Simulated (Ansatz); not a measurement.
Ansatz (a quantum-chemistry and plane-wave program) input (r2SCAN/def2-TZVP):

Ansatz 0.2 input:
```yaml
crystal:
  periodic: [false, false, false]
  atoms:
    - {symbol: Al, position_ang: [-0.00000000, -0.00000000, -0.06497518]}
    - {symbol: O, position_ang: [-0.00000000, -0.00000000, -1.66227602]}
    - {symbol: F, position_ang: [0.00000000, 0.00000000, 1.57143173]}
basis:
  gaussian:
    orbitals: def2-TZVP
hamiltonian:
  xc: {name: r2SCAN}
relax: {f_tol: 0.003, max_steps: 100}
```

Output:

```
Functional definition: r2SCAN
integrals: 0.02 GiB planned
566 factors; their error is unknown
mean field: 0.21 GiB planned
mean field evaluation 1: about -11348.0580 eV, gradient 8.6e1 eV
mean field evaluation 2: about -11184.2627 eV, gradient 1.9e2 eV
mean field evaluation 4: about -11359.5475 eV, gradient 2.9e1 eV
mean field evaluation 8: about -11361.6728 eV, gradient 2.8e-1 eV
mean field evaluation 16: about -11361.6668 eV, gradient 2.6e-3 eV
mean field -11361.66684592 eV, -417.5335553732 hartree, gradient 9.1e-6 eV, S^2 0.000000; 0 other end points of the search recorded, 0 dependent functions left out
the calculation of the forces begins
reference -11361.66685697 eV, -417.5335557792 hartree; 15, 15 occupied and 84, 84 virtual orbitals, 566 factors
relax step   1: F+E_penalty+E_count = -11361.66684592 eV  Δ(F+E_penalty+E_count) = +0.000e0 eV  max|allowed force component| = 1.361e-1 eV/Å  Δτ_max = 0.0000 Å  (31 SCF iters, accepted)
these checks for a lower state are left out or cut short: starts, cluster_reference, orbital_swaps, neighbouring_geometries, increment
integrals: 0.02 GiB planned
566 factors; their error is unknown
mean field: 0.21 GiB planned
mean field -11361.66693477 eV, -417.5335586384 hartree, gradient 2.6e-5 eV, S^2 0.000000; 0 other end points of the search recorded, 0 dependent functions left out
the calculation of the forces begins
reference -11361.66694582 eV, -417.5335590444 hartree; 15, 15 occupied and 84, 84 virtual orbitals, 566 factors
relax step   2: F+E_penalty+E_count = -11361.66693477 eV  Δ(F+E_penalty+E_count) = -8.885e-5 eV  max|allowed force component| = 7.492e-2 eV/Å  Δτ_max = 0.0006 Å  (22 SCF iters, accepted)
these checks for a lower state are left out or cut short: starts, cluster_reference, orbital_swaps, neighbouring_geometries, increment
integrals: 0.02 GiB planned
566 factors; their error is unknown
mean field: 0.21 GiB planned
mean field evaluation 32: about -11361.6670 eV, gradient 1.4e-4 eV
mean field -11361.66697555 eV, -417.5335601371 hartree, gradient 1.7e-5 eV, S^2 0.000000; 0 other end points of the search recorded, 0 dependent functions left out
the calculation of the forces begins
reference -11361.66698660 eV, -417.5335605431 hartree; 15, 15 occupied and 84, 84 virtual orbitals, 566 factors
relax step   3: F+E_penalty+E_count = -11361.66697555 eV  Δ(F+E_penalty+E_count) = -4.078e-5 eV  max|allowed force component| = 3.586e-4 eV/Å  Δτ_max = 0.0007 Å  (23 SCF iters, accepted)
integrals: 0.02 GiB planned
566 factors; their error is unknown
mean field: 0.21 GiB planned
mean field -11361.66697555 eV, -417.5335601371 hartree, gradient 1.6e-5 eV, S^2 0.000000; 1 other end points of the search recorded, 0 dependent functions left out
the calculation of the forces begins
reference -11361.66698660 eV, -417.5335605431 hartree; 15, 15 occupied and 84, 84 virtual orbitals, 566 factors
Total energy: -11361.66698660 eV, -417.5335605431 hartree
Atom 0 at     0.000000     0.000000    -0.063711 Å, force    -0.000000     0.000000    -0.000066 eV/Å
Atom 1 at    -0.000000    -0.000000    -1.662544 Å, force    -0.000000    -0.000000    -0.000292 eV/Å
Atom 2 at    -0.000000    -0.000000     1.570435 Å, force     0.000000    -0.000000     0.000359 eV/Å
Dipole moment:     0.000000    -0.000000     0.666350 e Å
```
